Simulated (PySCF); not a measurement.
C₂H₆N (SMILES [CH2]NC), doublet, at a GFN2-xTB geometry. Base run: PBE0/STO-3G run with PySCF.

PySCF was given this input:
```python
from pyscf import gto, scf, dft

mol = gto.Mole()
mol.atom = '''
    C    -0.109724   -0.156350    1.264401
    N     0.109822    0.484795    0.051864
    C    -0.005386   -0.280277   -1.163650
    H     0.066357    0.431351    2.145298
    H    -0.908013   -0.874956    1.279454
    H     0.911086    1.103266    0.064361
    H     0.818077   -0.993578   -1.305163
    H    -0.026171    0.400420   -2.014966
    H    -0.939436   -0.840302   -1.136534
'''
mol.basis = 'sto-3g'
mol.charge = 0
mol.spin = 1
mol.verbose = 4
mol.build()

mf = dft.UKS(mol)
mf.xc = 'pbe0'
mf.kernel()
mo_i, mo_e, stable_i, stable_e = mf.stability(internal=True, external=False, return_status=True, nroots=6, tol=1e-6)
print('internally stable:', stable_i, ' externally stable:', stable_e)
if not stable_i:
    umf = mf.copy()
    umf.scf_summary = {}
    umf.kernel(umf.make_rdm1(mo_i, mf.mo_occ))
mf.analyze()
```

The bond that is stretched is that between atoms 6 and 2. A test that says stable can miss a lower solution.

The base run was repeated with changes; each row names its change, and settings that it needs were set with it.

```tsv
change	ΔE vs base (eV)	<S^2>	stability test says
base	0.00	0.752	internally stable (external not tested)
bond × 1.25	0.79	0.752	internally stable (external not tested)
bond × 1.5	2.41	0.773	internally stable (external not tested)
bond × 1.8	3.36	0.883	internally stable (external not tested)
bond × 2.2	3.45	0.773	internally stable (external not tested)
bond × 3.0	3.45	0.750	internally stable (external not tested)
```

On stretching, the SCF can end on different states; <S^2> shows the spin contamination of each.
